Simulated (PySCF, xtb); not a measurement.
ZnF, SMILES [F][Zn] (connectivity only; charge and spin as stated), neutral, multiplicity 2.

Harmonic wavenumbers (cm⁻¹) from GFN2-xTB (xtb) at its own minimum, in rising order: 346.

### Question
What does PBE-D3(BJ)/def2-TZVPD in PySCF give at its own minimum? (The exact figures need the calculation; the answer reports its results.)

### Answer
555. Paired by order, the mean absolute difference is 209 cm⁻¹ and the zero-point energies are 0.5 and 0.8 kcal/mol.
